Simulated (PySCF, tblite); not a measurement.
Compound: C₄H₁₂NPSi₂.
Cartesian coordinates in Å at the GFN2-xTB level; atoms count from 1:
```xyz
20
C4H12NPSi2 angstrom
C     -3.376   -1.604    1.169
C     -2.281   -0.800    0.673
C     -1.366   -0.130    0.261
Si     0.037    0.909   -0.393
N      0.588    2.114    0.724
P     -0.928    2.149   -2.019
Si     1.854   -0.431   -0.974
C      2.899   -0.800    0.569
H     -3.366   -2.582    0.689
H     -3.284   -1.736    2.247
H     -4.325   -1.114    0.953
H      0.988    1.827    1.602
H      0.037    2.949    0.855
H     -1.227    1.051   -2.804
H      0.253    2.379   -2.700
H      2.737    0.174   -1.986
H      1.416   -1.717   -1.542
H      3.303    0.112    0.999
H      2.303   -1.289    1.335
H      3.736   -1.451    0.338
```

The calculation used PBE0/pcSseg-1 in PySCF (dipole) on a GFN2-xTB geometry, gas phase.

Masses are those of the commonest isotopes; rigid-rotor values at the optimised geometry. The values belong to one conformer with, in the numbering `[CH3:1][C:2]#[C:3][Si@:4]([NH2:5])([PH2:6])[SiH2:7][CH3:8]`, C3–Si4–N5–H 63° and -76°, C3–Si4–P6–H -64° and -157°, C3–Si4–Si7–C8 -84°.

**Question.** Give the principal moments of inertia and the rotational constants in MHz.

**Answer.** Ia = 479.45, Ib = 650.38, Ic = 919.87 u·Å²; 505379 MHz·u·Å²/I gives A = 1054, B = 777.1, C = 549.4 MHz.

**Question.** What kind of rotor is it?

**Answer.** An asymmetric top. Ray's parameter κ = (2B − A − C)/(A − C) = -0.098; −1 is the prolate and +1 the oblate limit.

**Question.** What does the inertial defect say?

**Answer.** Not planar: Δ = Ic − Ia − Ib = -209.95 u·Å². For a rigid frame Δ = −2 Σ m c², so Σ m c² = 104.98 u·Å² lies off the ab plane: 25.31 from hydrogen and 79.67 from heavier atoms. The atom farthest from that plane is 2.50 Å away.

**Question.** Give the other two planar moments, Paa and Pbb, and the rms extents of the mass along the axes.

**Answer.** Paa = Σ m a² = (Ib + Ic − Ia)/2 = 545.40 and Pbb = Σ m b² = (Ia + Ic − Ib)/2 = 374.47 u·Å². With the mass M = 161.02 u, the rms extents √(P/M) along a, b and c are 1.84, 1.52, 0.81 Å.

**Question.** Where do the levels up to J = 5 lie, in cm⁻¹?

**Answer.** Above 0(0,0):
J = 1: 1(0,1) 0.0442, 1(1,1) 0.0535, 1(1,0) 0.0611
J = 2: 2(0,2) 0.1296, 2(1,2) 0.1344, 2(1,1) 0.1572, 2(2,1) 0.1849, 2(2,0) 0.1880
J = 3: 3(0,3) 0.2522, 3(1,3) 0.2541, 3(1,2) 0.2987, 3(2,2) 0.3176, 3(2,1) 0.3309, 3(3,1) 0.3845, 3(3,0) 0.3854
J = 4: 4(0,4) 0.4108, 4(1,4) 0.4114, 4(1,3) 0.4818, 4(2,3) 0.4921, 4(2,2) 0.5235, 4(3,2) 0.5659, 4(3,1) 0.5714, 4(4,1) 0.6536, 4(4,0) 0.6538
J = 5: 5(0,5) 0.6057, 5(1,5) 0.6058, 5(1,4) 0.7021, 5(2,4) 0.7064, 5(2,3) 0.7627, 5(3,3) 0.7918, 5(3,2) 0.8094, 5(4,2) 0.8817, 5(4,1) 0.8834, 5(5,1) 0.9928, 5(5,0) 0.9928

**Question.** Predict some low-J microwave lines.

**Answer.** The dipole components are |μa| = 0.96 D, |μb| = 1.85 D, |μc| = 0.84 D. Intensities carry the squares of the components, which stand as 0.27 : 1.00 : 0.21 (a : b : c). Some lines, for components of 0.1 D or more:

| type | branch | J(Ka,Kc) | MHz | lower level (cm⁻¹) |
| --- | --- | --- | --- | --- |
| a | Q | 2(1,1) ← 2(1,2) | 683 | 0.134 |
| b | Q | 2(2,0) ← 2(1,1) | 925 | 0.157 |
| b | Q | 3(1,2) ← 3(0,3) | 1393 | 0.252 |
| b | Q | 2(2,1) ← 2(1,2) | 1514 | 0.134 |
| c | Q | 3(3,1) ← 3(2,1) | 1608 | 0.331 |
| c | R | 1(1,0) ← 0(0,0) | 1831 | 0.000 |
| b | Q | 3(3,1) ← 3(2,2) | 2005 | 0.318 |
| b | R | 2(0,2) ← 1(1,1) | 2282 | 0.053 |
| a | R | 2(1,2) ← 1(1,1) | 2425 | 0.053 |
| b | R | 2(1,2) ← 1(0,1) | 2702 | 0.044 |
| a | R | 2(1,1) ← 1(1,0) | 2881 | 0.061 |
| c | R | 2(1,1) ← 1(0,1) | 3385 | 0.044 |
| b | R | 3(1,2) ← 2(2,1) | 3413 | 0.185 |
| b | R | 3(0,3) ← 2(1,2) | 3533 | 0.134 |
| b | R | 2(2,1) ← 1(1,0) | 3712 | 0.061 |
| b | R | 3(1,3) ← 2(0,2) | 3731 | 0.130 |
| c | R | 2(2,0) ← 1(1,0) | 3805 | 0.061 |
| a | R | 3(2,2) ← 2(2,1) | 3979 | 0.185 |
| b | R | 2(2,0) ← 1(1,1) | 4033 | 0.053 |
| c | R | 3(1,2) ← 2(0,2) | 5070 | 0.130 |
| b | R | 3(2,1) ← 2(1,2) | 5890 | 0.134 |
| c | R | 3(3,0) ← 2(2,0) | 5917 | 0.188 |

Its lowest GFN2-xTB frequency is 15i cm⁻¹, too small to tell a flat minimum from a shallow saddle. No vibrational averaging or centrifugal distortion is included, and the geometry carries the error of its method. A rigid rotor knows nothing of inversion at nitrogen or internal rotation, which can split or shift real lines. Quadrupole hyperfine structure (14N) is left out.
